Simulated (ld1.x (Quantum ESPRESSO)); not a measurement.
Ti (Z = 22): TM pseudisation with PBE, fully relativistic reference atom.

titanium (Ti), norm-conserving Troullier–Martins (Kleinman–Bylander form), made with ld1.x (Quantum ESPRESSO) 7.5 (PBE, fully relativistic). Core [Ne], reference 3s2 3p6 3d2 4s2 4p0. Waves: 3s (bound): rc 1.45 bohr; 3p (bound): rc 1.40 bohr; 3d (bound): rc 1.60 bohr. Local part: the d channel. Core correction: Bessel-smoothed model core, default radius (core density twice the valence density).

Open shells are filled in proportion to 2j + 1 (rel_dist='average').

Occupied shells without a wave of their own: 4s. They enter only through the test configuration that unscreens the potential, and ld1.x also counts them in the model core charge.

What the tests gave:

```json
{"Ghost test": "no extra level below or beside the all-electron valence levels (s, p1/2, p3/2, d3/2, d5/2, f tested) (spherical-Bessel basis up to 400 Ry, 20 bohr box)", "Largest excitation error": "-2633 meV (all-electron minus pseudo) for 3s2 3p6 3d1 4s0 4p0, out of 7 test configurations"}
```

ld1.x takes every shell without a wave as core, so the model core holds the 4s electrons as well and exchange and correlation see them twice. This cancels in the reference configuration, but the file is broken for other ones, and its errors say nothing about a proper core correction.

Generation and tests took about 2.5 s on one core of a shared server CPU.
